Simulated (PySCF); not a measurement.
An element was calculated at UHF (PySCF 2.14, spin-free X2C, a double-zeta basis, no spin-orbit coupling), in the ground configurations that NIST lists.

* first ionisation energy: 5.396 eV
* second ionisation energy: 12.232 eV
* third ionisation energy: 24.180 eV

Question: Which element is it?

Answer: Scandium (Sc, Z = 21), in aug-cc-pVDZ-DK. NIST lists 6.561, 12.800, 24.757 eV for these ionisation energies.
